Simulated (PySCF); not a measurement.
## Deuteron quadrupole couplings in `C#C[Si@@H](C)[NH][GeH3]`

C3H9GeNSi.
Cartesian coordinates in Å at the PBE0-D3(BJ)/def2-SVP level; atoms count from 1:
```xyz
15
C3H9GeNSi angstrom
C     -1.8230    2.2317    0.9277
C     -1.4538    1.1335    0.5519
Si    -0.8569   -0.5177   -0.0323
C     -2.0030   -1.0865   -1.3946
N      0.7828   -0.4629   -0.5929
Ge     2.3064   -0.5710    0.4350
H     -2.1503    3.1999    1.2632
H     -0.8793   -1.4332    1.1459
H     -1.9802   -0.3805   -2.2395
H     -1.7078   -2.0811   -1.7615
H     -3.0401   -1.1375   -1.0291
H      0.9281   -0.0230   -1.4982
H      3.4474   -1.0802   -0.4661
H      2.0096   -1.5673    1.5668
H      2.7130    0.7922    1.0370
```

Level: PBE0/pcSseg-1 (PySCF, non-relativistic); Q(2H) = 0.00286 b; rigid geometry, the same for H and D, with no vibrational averaging.

**Question.** Rank these positions by the coupling χzz of a deuteron there, largest first.
A. H7 (alkyne hydrogen)
B. H12 (N–H hydrogen)
C. H11 (methyl hydrogen)
D. H14 (Ge–H hydrogen)

**Answer.** B (274 kHz), A (228 kHz), C (200 kHz), D (90 kHz).

**Question.** Give the electric field gradient Vzz (the principal value of largest size), its asymmetry and the 2H coupling at each hydrogen.

**Answer.** 
```csv
atom,bonded to,bond length (Å),Vzz (au),η,χzz (kHz)
H7,C1,1.076,0.3392,0.00,228
H8,Si3,1.492,0.1393,0.03,94
H9,C4,1.101,0.2977,0.01,200
H10,C4,1.100,0.2984,0.02,200
H11,C4,1.101,0.2976,0.01,200
H12,N5,1.017,0.4077,0.16,274
H13,Ge6,1.541,0.1321,0.03,89
H14,Ge6,1.537,0.1337,0.03,90
H15,Ge6,1.545,0.1297,0.01,87
```

**Question.** Average by the element that carries the hydrogen.

**Answer.** on C: 207 kHz over 4 positions, mean bond length 1.095 Å; on Si: 94 kHz over 1 position, mean bond length 1.492 Å; on N: 274 kHz over 1 position, mean bond length 1.017 Å; on Ge: 89 kHz over 3 positions, mean bond length 1.541 Å.

**Question.** Give the 2H NMR doublet splittings at H11 for a magnetic field along the z, y and x axes of the gradient: 3χ/2, 3χ(1 + η)/4, 3χ(1 − η)/4.

**Answer.** With |χ| = 200.0 kHz and η = 0.008: 300, 151 and 149 kHz, to first order and without motion.

The structure is a single PBE0-D3(BJ)/def2-SVP conformer in the gas phase; no vibrational or solvent corrections. The calculation is non-relativistic, for germanium too. A larger basis could move these couplings by a tenth or more.

The run behind these numbers computed NMR shieldings as well. On Arm Neoverse V1, one thread, on a shared host, this took 24 s of wall time.
